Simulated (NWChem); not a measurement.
System: C$_{4}$H$_{5}$Si, doublet; SMILES C1C=C[SiH2][C]=1

The following NWChem deck was run.

```
start job
memory heap 200 mb stack 900 mb global 1100 mb
geometry units angstroms noautoz
  C     -1.371356    -0.116025     0.000000
  C     -0.816766    -1.328100     0.000000
  C      0.684997    -1.307790     0.000000
  C      1.294662    -0.101285     0.000000
  Si    -0.054008     1.216446     0.000000
  H     -1.350682    -2.278250     0.000000
  H      1.223206    -2.256179     0.000000
  H      2.375464    -0.001630     0.000000
  H     -0.083333     2.079425     1.209544
  H     -0.083333     2.079425    -1.209544
end
basis spherical
  C library def2-svpd
  Si library def2-svpd
  H library def2-svpd
end
dft
  odft
  mult 2
  xc r2scan
  iterations 150
  grid medium becke
end
task dft gradient
```

Parts of the log:

```
             Northwest Computational Chemistry Package (NWChem) 7.3.0
             --------------------------------------------------------

 CS  symmetry detected

                             Geometry "geometry" -> ""
                             -------------------------

 Output coordinates in angstroms (scale by  1.889725989 to convert to a.u.)

  No.       Tag          Charge          X              Y              Z
 ---- ---------------- ---------- -------------- -------------- --------------
    1 C                    6.0000    -1.37079324    -0.13174748     0.00000000
    2 C                    6.0000    -0.79284117    -1.33285833     0.00000000
    3 C                    6.0000     0.70824715    -1.28347770     0.00000000
    4 C                    6.0000     1.29443971    -0.06539560     0.00000000
    5 Si                  14.0000    -0.07948905     1.22597790     0.00000000
    6 H                    1.0000    -1.30826200    -2.29316697     0.00000000
    7 H                    1.0000     1.26471628    -2.22126912     0.00000000
    8 H                    1.0000     2.37310980     0.05516527     0.00000000
    9 H                    1.0000    -0.12551601     2.08822742     1.20954400
   10 H                    1.0000    -0.12551601     2.08822742    -1.20954400

 Effective nuclear repulsion energy (a.u.)     190.7296497313

      Symmetry information
      --------------------

 Group name             Cs
 Group number              2
 Group order               2
 No. of unique centers     9

                                 NWChem DFT Module
                                 -----------------

 Summary of "ao basis" -> "ao basis" (spherical)
 ------------------------------------------------------------------------------
       Tag                 Description            Shells   Functions and Types
 ---------------- ------------------------------  ------  ---------------------
 C                         def2-svpd                 8       20   4s2p2d
 Si                        def2-svpd                10       24   5s3p2d
 H                         def2-svpd                 4        8   2s2p

      Symmetry analysis of basis
      --------------------------

        a'         99
        a"         45

            General Information
            -------------------
          SCF calculation type: DFT
          Wavefunction type:  spin polarized.
          No. of atoms     :    10
          No. of electrons :    43
           Alpha electrons :    22
            Beta electrons :    21
          Charge           :     0
          Spin multiplicity:     2
          Use of symmetry is: on ; symmetry adaption is: on
          Maximum number of iterations: 150
          AO basis - number of functions:   144
                     number of shells:    62
          Convergence on energy requested:  1.00D-06
          Convergence on density requested:  1.00D-05
          Convergence on gradient requested:  5.00D-04

              XC Information
              --------------
                      r^2SCAN Method XC Functional
               r^2SCAN metaGGA Exchange Functional  1.000
                     r^2SCAN Correlation Potential  1.000

             Grid Information
             ----------------
          Grid used for XC integration:  medium
          Radial quadrature: Mura-Knowles
          Angular quadrature: Lebedev.
          Tag              B.-S. Rad. Rad. Pts. Rad. Cut. Ang. Pts.
          ---              ---------- --------- --------- ---------
          C                   0.70       49          11.0       434
          Si                  1.10       88          11.0       590
          H                   0.35       45          12.0       434
          Grid pruning is: on
          Number of quadrature shells:   464
          Spatial weights used: Becke

      Superposition of Atomic Density Guess
      -------------------------------------

 Sum of atomic energies:        -441.73549061

      Non-variational initial energy
      ------------------------------

 Total energy =    -444.569160
 1-e energy   =    -983.149420
 2-e energy   =     347.850610
 HOMO         =      -0.199115
 LUMO         =      -0.064866

   Symmetry analysis of molecular orbitals - initial alpha
   -------------------------------------------------------

  Numbering of irreducible representations:

     1 a'          2 a"

  Orbital symmetries:

     1 a'          2 a'          3 a'          4 a'          5 a'
     6 a'          7 a'          8 a"          9 a'         10 a'
    11 a'         12 a'         13 a'         14 a'         15 a'
    16 a"         17 a'         18 a'         19 a"         20 a'
    21 a"         22 a'         23 a"         24 a'         25 a'
    26 a"         27 a'         28 a'         29 a'         30 a'
    31 a'         32 a"

   Symmetry analysis of molecular orbitals - initial beta
   ------------------------------------------------------

  Numbering of irreducible representations:

     1 a'          2 a"

  Orbital symmetries:

     1 a'          2 a'          3 a'          4 a'          5 a'
     6 a'          7 a'          8 a"          9 a'         10 a'
    11 a'         12 a'         13 a'         14 a'         15 a'
    16 a"         17 a'         18 a'         19 a"         20 a'
    21 a"         22 a'         23 a"         24 a'         25 a'
    26 a"         27 a'         28 a'         29 a'         30 a'
    31 a'         32 a"

   convergence    iter        energy       DeltaE   RMS-Dens  Diis-err
 ---------------- ----- ----------------- --------- --------- ---------
 d= 0,ls=0.0,diis     1   -444.4311779954 -6.35D+02  7.45D-03  8.27D-02
                                                     5.11D-03  7.86D-02
 d= 0,ls=0.0,diis     2   -444.4633435571 -3.22D-02  2.69D-03  2.73D-02
                                                     2.36D-03  2.63D-02
 d= 0,ls=0.0,diis     3   -444.4562050294  7.14D-03  1.65D-03  4.06D-02
                                                     1.52D-03  3.97D-02
 d= 0,ls=0.0,diis     4   -444.4783393482 -2.21D-02  6.27D-04  1.34D-03
                                                     5.65D-04  1.47D-03
 d= 0,ls=0.0,diis     5   -444.4793244359 -9.85D-04  2.25D-04  1.87D-04
                                                     1.30D-04  1.24D-04
  Resetting Diis
 d= 0,ls=0.0,diis     6   -444.4794800972 -1.56D-04  1.03D-04  2.12D-05
                                                     1.02D-04  2.72D-05
 d= 0,ls=0.0,diis     7   -444.4795401126 -6.00D-05  1.23D-04  1.97D-05
                                                     8.87D-05  9.97D-06
 d= 0,ls=0.0,diis     8   -444.4795596177 -1.95D-05  6.04D-05  2.91D-05
                                                     5.64D-05  4.59D-05
 d= 0,ls=0.0,diis     9   -444.4795871429 -2.75D-05  7.02D-05  7.72D-06
                                                     5.91D-05  3.22D-06
 d= 0,ls=0.0,diis    10   -444.4796076300 -2.05D-05  1.44D-04  2.63D-06
                                                     1.41D-04  4.99D-06
 d= 0,ls=0.0,diis    11   -444.4796320935 -2.45D-05  1.80D-05  6.18D-07
                                                     1.56D-05  2.55D-07
 d= 0,ls=0.0,diis    12   -444.4796329099 -8.16D-07  1.28D-05  5.88D-08
                                                     1.40D-05  1.86D-07
 d= 0,ls=0.0,diis    13   -444.4796332470 -3.37D-07  7.93D-06  1.95D-07
                                                     5.58D-06  9.41D-08

         Total DFT energy =     -444.479633247008
      One electron energy =     -986.949853353867
           Coulomb energy =      395.973979263903
    Exchange-Corr. energy =      -44.233408888309
 Nuclear repulsion energy =      190.729649731266

 Numeric. integr. density =       43.000015759508

                  Occupations of the irreducible representations
                  ----------------------------------------------

                     irrep           alpha         beta
                     --------     --------     --------
                     a'               18.0         17.0
                     a"                4.0          4.0

                    DFT Final Alpha Molecular Orbital Analysis
                    ------------------------------------------

 Vector   20  Occ=1.000000D+00  E=-2.987060D-01  Symmetry=a'
              MO Center=  6.9D-01,  3.9D-02,  2.4D-14, r^2= 3.1D+00
   Bfn.  Coefficient  Atom+Function         Bfn.  Coefficient  Atom+Function
  ----- ------------  ---------------      ----- ------------  ---------------
    66     -0.289059   4 C  py               23      0.262820   2 C  s
    65      0.244194   4 C  px              113     -0.229970   7 H  s
    69     -0.204094   4 C  py               43     -0.201579   3 C  s
    89     -0.197408   5 Si px               46      0.190250   3 C  py
   121      0.182372   8 H  s                90      0.177077   5 Si py

 Vector   21  Occ=1.000000D+00  E=-2.356840D-01  Symmetry=a'
              MO Center= -1.2D+00, -2.7D-01, -2.0D-16, r^2= 2.3D+00
   Bfn.  Coefficient  Atom+Function         Bfn.  Coefficient  Atom+Function
  ----- ------------  ---------------      ----- ------------  ---------------
     5      0.536916   1 C  px                8      0.420684   1 C  px
     4     -0.331465   1 C  s               106      0.298148   6 H  s
    63     -0.273252   4 C  s               122      0.230377   8 H  s
    92     -0.228620   5 Si px               43     -0.220426   3 C  s
    48      0.215364   3 C  px               45      0.195229   3 C  px

 Vector   22  Occ=1.000000D+00  E=-2.283457D-01  Symmetry=a"
              MO Center= -5.2D-02, -4.6D-01, -3.7D-17, r^2= 2.9D+00
   Bfn.  Coefficient  Atom+Function         Bfn.  Coefficient  Atom+Function
  ----- ------------  ---------------      ----- ------------  ---------------
     7      0.374218   1 C  pz               67     -0.328247   4 C  pz
    47     -0.270710   3 C  pz               10      0.266511   1 C  pz
    70     -0.232036   4 C  pz               27      0.218967   2 C  pz
    50     -0.169277   3 C  pz               30      0.123403   2 C  pz
    98      0.053591   5 Si d  1            103      0.051110   5 Si d  1

 Vector   23  Occ=0.000000D+00  E=-9.185284D-02  Symmetry=a"
              MO Center=  6.6D-02, -3.2D-01, -9.7D-15, r^2= 3.6D+00
   Bfn.  Coefficient  Atom+Function         Bfn.  Coefficient  Atom+Function
  ----- ------------  ---------------      ----- ------------  ---------------
    67      0.322897   4 C  pz               70      0.299781   4 C  pz
     7      0.289603   1 C  pz               27     -0.269424   2 C  pz
    10      0.267776   1 C  pz               47     -0.267977   3 C  pz
    50     -0.237477   3 C  pz               30     -0.215471   2 C  pz
   130     -0.156280   9 H  s               138      0.156280  10 H  s

 Vector   24  Occ=0.000000D+00  E= 9.306143D-03  Symmetry=a'
              MO Center=  1.0D-01,  1.6D+00, -5.3D-14, r^2= 4.3D+00
   Bfn.  Coefficient  Atom+Function         Bfn.  Coefficient  Atom+Function
  ----- ------------  ---------------      ----- ------------  ---------------
    64      1.518620   4 C  s                 4     -1.041610   1 C  s
    44     -1.039717   3 C  s                24      0.765942   2 C  s
    63     -0.725182   4 C  s               114     -0.532131   7 H  s
    43      0.500667   3 C  s               100      0.456474   5 Si d -2
    76     -0.430171   4 C  d -2             60     -0.382092   3 C  d  2

 Vector   25  Occ=0.000000D+00  E= 1.986277D-02  Symmetry=a"
              MO Center= -7.5D-02, -6.6D-01,  1.2D-14, r^2= 3.9D+00
   Bfn.  Coefficient  Atom+Function         Bfn.  Coefficient  Atom+Function
  ----- ------------  ---------------      ----- ------------  ---------------
    30      0.459707   2 C  pz               50     -0.432913   3 C  pz
    27      0.396574   2 C  pz               47     -0.374421   3 C  pz
    10     -0.322378   1 C  pz               70      0.295808   4 C  pz
   103     -0.264634   5 Si d  1              7     -0.220279   1 C  pz
    67      0.207178   4 C  pz              112      0.147594   6 H  pz

                     DFT Final Beta Molecular Orbital Analysis
                     -----------------------------------------

 Vector   19  Occ=1.000000D+00  E=-3.011892D-01  Symmetry=a"
              MO Center= -7.2D-02,  2.7D-01,  1.6D-14, r^2= 4.2D+00
   Bfn.  Coefficient  Atom+Function         Bfn.  Coefficient  Atom+Function
  ----- ------------  ---------------      ----- ------------  ---------------
    27      0.280692   2 C  pz               47      0.261889   3 C  pz
   129     -0.239759   9 H  s               137      0.239759  10 H  s
    94     -0.227600   5 Si pz               30      0.179621   2 C  pz
    91     -0.167707   5 Si pz               67      0.151661   4 C  pz
    50      0.150583   3 C  pz                7      0.135427   1 C  pz

 Vector   20  Occ=1.000000D+00  E=-2.966435D-01  Symmetry=a'
              MO Center=  6.6D-01, -7.5D-03,  1.2D-14, r^2= 3.1D+00
   Bfn.  Coefficient  Atom+Function         Bfn.  Coefficient  Atom+Function
  ----- ------------  ---------------      ----- ------------  ---------------
    66      0.291965   4 C  py               65     -0.240934   4 C  px
   113      0.229819   7 H  s                23     -0.228341   2 C  s
    43      0.223165   3 C  s                89      0.217012   5 Si px
    69      0.205310   4 C  py               46     -0.190065   3 C  py
    92      0.190517   5 Si px              121     -0.181160   8 H  s

 Vector   21  Occ=1.000000D+00  E=-2.217631D-01  Symmetry=a"
              MO Center=  7.3D-02, -5.0D-01, -2.9D-16, r^2= 2.8D+00
   Bfn.  Coefficient  Atom+Function         Bfn.  Coefficient  Atom+Function
  ----- ------------  ---------------      ----- ------------  ---------------
    67      0.369713   4 C  pz                7     -0.302256   1 C  pz
    27     -0.291668   2 C  pz               70      0.267656   4 C  pz
    47      0.223342   3 C  pz               30     -0.194339   2 C  pz
    10     -0.188963   1 C  pz               50      0.129450   3 C  pz
    98     -0.053509   5 Si d  1            103     -0.051699   5 Si d  1

 Vector   22  Occ=0.000000D+00  E=-1.112609D-01  Symmetry=a'
              MO Center= -1.3D+00, -1.7D-01,  6.5D-16, r^2= 2.5D+00
   Bfn.  Coefficient  Atom+Function         Bfn.  Coefficient  Atom+Function
  ----- ------------  ---------------      ----- ------------  ---------------
     4      0.762866   1 C  s                63      0.631809   4 C  s
    43      0.470670   3 C  s                 5     -0.461978   1 C  px
    84     -0.412143   5 Si s                48     -0.363920   3 C  px
     8     -0.322304   1 C  px               28     -0.309924   2 C  px
    92      0.294697   5 Si px               23     -0.267277   2 C  s

[...]

                         DFT ENERGY GRADIENTS

    atom               coordinates                        gradient
                 x          y          z           x          y          z
   1 C      -2.590424  -0.248967   0.000000    0.002232  -0.006377   0.000000
   2 C      -1.498253  -2.518737   0.000000   -0.008099   0.002409   0.000000
   3 C       1.338393  -2.425421   0.000000    0.008018   0.001664   0.000000
   4 C       2.446136  -0.123580   0.000000    0.002142  -0.005314   0.000000
   5 Si     -0.150213   2.316762   0.000000    0.000460   0.001570   0.000000
   6 H      -2.472257  -4.333457   0.000000    0.002110   0.003885   0.000000
   7 H       2.389967  -4.197590   0.000000   -0.002306   0.003628   0.000000
   8 H       4.484527   0.104247   0.000000   -0.004344  -0.000180   0.000000
   9 H      -0.237191   3.946178   2.285707   -0.000106  -0.000642  -0.001754
  10 H      -0.237191   3.946178  -2.285707   -0.000106  -0.000642   0.001754
```

Level: r2SCAN/def2-SVPD, spin-unrestricted. In the optimisation the excess spin sits in a' (Cs, its own frame). The geometry was optimised at B3LYP/6-31G* (spherical d), spin-unrestricted. No stability test was run on the SCF state.
